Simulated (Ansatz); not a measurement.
Start from `C=[CH][ZnH]` and change one atom or group to get `C=C`.

Ansatz, PBE0-D4/def2-TZVP geometries, multiplicity 1. 

Scalar relativity is left out up to krypton.

```csv
property,`C=[CH][ZnH]`
HOMO–LUMO gap (PBE0/def2-TZVPP) / eV,6.78
HOMO energy (B3LYP/def2-TZVPP) / eV,-7.44
HOMO–LUMO gap (PBE/def2-TZVPP) / eV,4.74
size of the dipole moment (ωB97M-V/def2-TZVPP) / D,0.39
LUMO energy (ωB97M-V/def2-TZVPP) / eV,0.76
size of the dipole moment (B3LYP/def2-TZVPP) / D,0.45
```

**Question.** What does the change do to each property? (An estimate is asked.)

**Answer.** The calculation gave: 
| property | `C=C` | shift |
| --- | --- | --- |
| HOMO–LUMO gap (PBE0/def2-TZVPP) / eV | 8.04 | 1.26 |
| HOMO energy (B3LYP/def2-TZVPP) / eV | -7.67 | -0.23 |
| HOMO–LUMO gap (PBE/def2-TZVPP) / eV | 5.83 | 1.09 |
| size of the dipole moment (ωB97M-V/def2-TZVPP) / D | 0.00 | -0.39 |
| LUMO energy (ωB97M-V/def2-TZVPP) / eV | 2.28 | 1.52 |
| size of the dipole moment (B3LYP/def2-TZVPP) / D | 0.00 | -0.45 |

With PBE0 the HOMO falls by 0.30 eV and the LUMO rises by 0.96 eV, so the gap widens by about 1.26 eV. PBE moves the HOMO by -0.34 eV and ωB97M-V by -0.41 eV. The zero-point energy changes by 9.2 kJ/mol with -3 modes.

B3LYP here is the variant with VWN-RPA as its local correlation; programs differ in this.
